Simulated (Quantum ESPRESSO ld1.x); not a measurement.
The numbers below are computed, except where a source is named.
Species: Cu. Configuration: [Ar] 3d10 4s1.

Level of theory: Dirac Kohn-Sham, LDA (Slater exchange, Perdew-Wang correlation), spin-unpolarised, spherical densities, point nucleus (ld1.x of Quantum ESPRESSO 7.5).

Energy parts (eV):
part                     energy
total                  -44961.8
kinetic                 45722.0
electron-nucleus      -108453.2
Hartree                 19536.8
exchange-correlation    -1767.5

Orbitals (lengths in bohr, moments of r in powers of bohr):
orbital  occ.  eigenvalue (eV)      <r>   <1/r>
1s1/2       2         -8831.11  0.05221   29.11
2s1/2       2         -1060.03   0.2354   6.346
2p1/2       2         -929.812   0.2043   6.309
2p3/2       4         -909.362   0.2077   6.168
3s1/2       2         -114.120   0.7132   2.002
3p1/2       2         -73.7584   0.7428   1.869
3p3/2       4         -71.1640   0.7538   1.834
3d3/2       4          -5.4889    1.039   1.377
3d5/2       6          -5.2176    1.052   1.364
4s1/2       1          -4.8584    2.895  0.4510

The highest occupied level is 4s1/2 at -4.858 eV. The density falls to 0.001 e/bohr^3 at r = 4.09 bohr. Summed over all electrons, <r^2> = 31.24 bohr^2, which gives a Langevin (diamagnetic) susceptibility term of -24.7 x 10^-6 cm^3/mol.
